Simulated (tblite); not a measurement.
F$_{2}$OS, triplet, at a GFN2-xTB geometry (a higher spin typed on purpose: for a closed-shell molecule this is an excited state); GFN1-xTB (tblite 0.6.0).

The tblite input:
```
$ tblite run mol.xyz --method gfn1 --charge 0 --spin 2 --grad --json tblite.json --no-restart

# file mol.xyz
4

O      1.21599968    -0.69297283     0.21713150
S     -0.02029261     0.01156434    -0.00362349
F      0.34782053     1.74261021    -0.35541844
F     -1.39263337    -1.14719318     0.16885442
```

The log (banner, timings and long lists left out):

```
xTB calculator
 | screened Coulomb repulsion
 | Coulomb electrostatics
 |  * isotropic Klopman-Ohno-Mataga-Nishimoto electrostatics
 |  * onsite third-order electrostatics
 | DFT-D3(BJ) dispersion correction

halogen bonding energy    0.0000000000000E+00 Eh
repulsion energy          2.8242559208375E-02 Eh
dispersion energy        -7.0647565928425E-04 Eh
number of electrons       2.6000000000000E+01 e
integral cutoff           1.9487547202114E+01 bohr

------------------------------------------------------------
  cycle        total energy    energy error   density error
------------------------------------------------------------
      1     -17.80179003115  -1.7829326E+01   7.5174291E-01
      2     -17.88224228250  -8.0452251E-02   5.4098719E-01
      3     -18.29663893560  -4.1439665E-01   3.6298431E-01
      4     -18.47002341560  -1.7338448E-01   3.1626577E-02
      5     -18.47136275483  -1.3393392E-03   2.5510418E-02
      6     -18.47121106847   1.5168636E-04   2.3239840E-02
      7     -18.47200837417  -7.9730570E-04   9.7802468E-04
      8     -18.47200910671  -7.3254067E-07   2.6872093E-04
      9     -18.47200914442  -3.7713971E-08   1.4234140E-04
     10     -18.47200917050  -2.6074119E-08   7.0971102E-06
------------------------------------------------------------

electronic energy        -1.8499545254048E+01 Eh
total energy             -1.8472009170499E+01 Eh

Post processing:
 | Mayer-Wiberg bond orders

[Info] Tight-binding results written to 'tblite.txt'
[Info] JSON dump of results written to 'tblite.json'
```
